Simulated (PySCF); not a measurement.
## From a log to its input

A PySCF 2.14 run on the atoms Te 0 0 0; F 0 0 1.838 (angstrom) printed this (some set-up lines and the per-cycle HOMO/LUMO lines with their warnings removed):

```
PySCF version 2.14.0


nuclear repulsion = 15.5470997767573
number of shells = 9
number of NR pGTOs = 37
number of NR cGTOs = 17
basis = lanl2dz
ecp = {'Te': 'lanl2dz'}

******** <class 'pyscf.dft.uks.UKS'> ********
method = UKS
initial guess = minao
damping factor = 0
level_shift factor = 0
DIIS = <class 'pyscf.scf.diis.CDIIS'>
SCF conv_tol = 1e-09
SCF max_cycles = 50
number electrons alpha = 8  beta = 7
XC functionals = mn15

grids dens level: 3
tot grids = 36224
init E= -103.9089791304

cycle= 1 E= -107.590745139172  delta_E= -3.68  |g|= 0.504  |ddm|= 2.28
cycle= 2 E= -107.128147211498  delta_E= 0.463  |g|=  1.2  |ddm|= 1.16
cycle= 3 E= -107.717973837012  delta_E= -0.59  |g|= 0.0146  |ddm|= 0.762
cycle= 4 E= -107.718224459749  delta_E= -0.000251  |g|= 0.00557  |ddm|= 0.0361
cycle= 5 E= -107.71824741356  delta_E= -2.3e-05  |g|= 0.000754  |ddm|= 0.00653
cycle= 6 E= -107.718249475261  delta_E= -2.06e-06  |g|= 0.000457  |ddm|= 0.0025
cycle= 7 E= -107.718249777071  delta_E= -3.02e-07  |g|= 6.67e-05  |ddm|= 0.00109
cycle= 8 E= -107.718249782318  delta_E= -5.25e-09  |g|= 1.06e-05  |ddm|= 0.000151
cycle= 9 E= -107.718249782404  delta_E= -8.62e-11  |g|= 1.72e-06  |ddm|= 1.61e-05
Extra cycle  E= -107.718249782409  delta_E= -4.8e-12  |g|= 2.48e-06  |ddm|= 6.28e-06
converged SCF energy = -107.718249782409  <S^2> = 0.75076562  2S+1 = 2.0007655
 ** Mulliken pop       alpha | beta **
pop of  0 Te 5s        0.36283 | 0.36354
pop of  0 Te 6s        0.61128 | 0.61170
pop of  0 Te 5px       0.56114 | 0.43921
pop of  0 Te 5py       0.54257 | 0.15946
pop of  0 Te 5pz       0.19265 | 0.18658
pop of  0 Te 6px       0.44261 | 0.37686
pop of  0 Te 6py       0.46143 | 0.12483
pop of  0 Te 6pz       0.02531 | 0.02423
pop of  1 F 1s        0.99931 | 0.99932
pop of  1 F 2s        0.48041 | 0.47961
pop of  1 F 3s        0.51039 | 0.51057
pop of  1 F 2px       0.72212 | 0.69951
pop of  1 F 2py       0.72239 | 0.64399
pop of  1 F 2pz       0.58585 | 0.58972
pop of  1 F 3px       0.27413 | 0.27759
pop of  1 F 3py       0.27361 | 0.27855
pop of  1 F 3pz       0.23197 | 0.23473
In total             8.00000 | 7.00000
 ** Mulliken atomic charges   ( Nelec_alpha | Nelec_beta ) **
charge of  0Te =      0.51377  (     3.19982      2.28641 )
charge of  1F =     -0.51377  (     4.80018      4.71359 )
Dipole moment(X, Y, Z, Debye): -0.00000,  0.00000, -2.56957
orbital energies (hartree): [array([-0.4827, -0.2771, -0.2725, -0.0564,  0.3175,  0.3376]), array([-0.472 , -0.4708, -0.2476, -0.1705, -0.0488,  0.3349])]
```

Task: Write the input that gave this log.

Result: The input was:

```python
from pyscf import gto, dft

mol = gto.M(
    atom='Te 0 0 0; F 0 0 1.838',
    basis='lanl2dz',
    ecp={'Te': 'lanl2dz'},
    charge=0,
    spin=1,
    verbose=4,
)
mf = dft.UKS(mol, xc='mn15')
mf.kernel()
mf.mulliken_pop()
mf.dip_moment()
print('orbital energies (hartree):', [e[max(0, n-3):n+3].round(4) for e, n in zip(mf.mo_energy, mol.nelec)])
```

The bond length is a typed value, not an optimised one. No search for the lowest solution was made.
